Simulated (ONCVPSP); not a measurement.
**Before and after: ONCV potential for Tc**

- Element: Tc
- Generator: ONCVPSP 4.0.1
- Type: optimised norm-conserving Vanderbilt (ONCV)
- Functional: PBE
- Relativity: scalar-relativistic
- Frozen core: [Ar] 3d10
- Valence charge: 15
- Reference configuration: 4s2 4p6 4d5 5s2
- Partial waves: 4s+5s: rc 1.85 bohr, ncon 4, nbas 9, qcut 5.1 1/bohr, 2 projectors; 4p: rc 1.70 bohr, ncon 4, nbas 8, qcut 6.5 1/bohr, 2 projectors, debl 3.4 Ha; 4d: rc 1.90 bohr, ncon 4, nbas 8, qcut 7.1 1/bohr, 2 projectors, debl 1.2 Ha; f scattering state at 0.39 Ha: rc 1.70 bohr, ncon 3, nbas 8, qcut 7.6 1/bohr, 2 projectors, debl 2.2 Ha
- Local potential: polynomial inside 1.50 bohr (lpopt 5, dvloc0 2 Ha)
- Core correction: Teter function, fcfact 1.5, rcfact 1.4

All-electron outer shells of the reference configuration (PBE, scalar-relativistic, ld1.x):

| shell | level (eV) | outermost node (bohr) | outermost maximum (bohr) |
| --- | --- | --- | --- |
| 3d | -249.88 | – | 0.31 |
| 4s | -73.38 | 0.50 | 0.95 |
| 4p | -45.34 | 0.51 | 1.03 |
| 4d | -6.66 | 0.50 | 1.27 |
| 5s | -5.04 | 1.28 | 2.72 |

Change: functional LDA (Perdew-Wang 92).

Cutoffs: the cutoffs (Ha) at which the residual kinetic energy of the hardest occupied pseudo-wave falls to 1 and 0.1 mHa per electron; they do not see the model core or the augmentation charge, which bear on the density cutoff. Errors are all-electron minus pseudo energies relative to the spin-unpolarised reference configuration.

Q: Predict the effect on cutoff, ghosts and configuration errors.

A: The potential gets neither clearly harder nor softer (19 Ha and 22 Ha → 19 Ha and 22 Ha); the lowest positive-energy flag moves from s at 254.6 eV to s at 22.5 eV; of the 4 tests that both files solve, the error grows in 1 and shrinks in 3 by more than 15 % and 0.3 meV (median size 6.1 → 5.9 meV); the range in which the s phases agree narrows (upper end 4.2 → 0.2); neither file shows a bound ghost.

```tsv
quantity	base	changed
cutoff, loose	19 Ha	19 Ha
cutoff, tight	22 Ha	22 Ha
loose cutoff by channel	s 8.3 Ha, p 13 Ha, d 19 Ha	s 8.3 Ha, p 13 Ha, d 19 Ha
bound ghosts	none	none
GHOST(+) flags under 300 eV	s at 254.6 eV	s at 22.5 eV
error for 4s2 4p6 4d5 5s1, meV [ΔE 8.15 → 8.42 eV]	-2.7	-0.8
error for 4s2 4p6 4d5 5s0, meV [ΔE 23.01 → 23.62 eV]	-12	-6.1
error for 4s2 4p6 4d4 5s0, meV [ΔE 51.71 → 52.55 eV]	-9.5	+5.7
error for 4s2 4p6 4d4 5s2, meV [ΔE 11.64 → 11.80 eV]	-0.7	+22
s: phases at 1.88 bohr within 0.05 rad from the reference energy up to (Ha; the scan ends near 5)	4.2	0.2
p: phases at 1.73 bohr within 0.05 rad from the reference energy up to (Ha; the scan ends near 5)	to the end of the scan	to the end of the scan
d: phases at 1.93 bohr within 0.05 rad from the reference energy up to (Ha; the scan ends near 5)	to the end of the scan	to the end of the scan
f: phases at 1.73 bohr within 0.05 rad from the reference energy up to (Ha; the scan ends near 5)	4.9	4.9
rms error of d²Exc/dni dnj with the model core, mHa	0.89	1.81
```
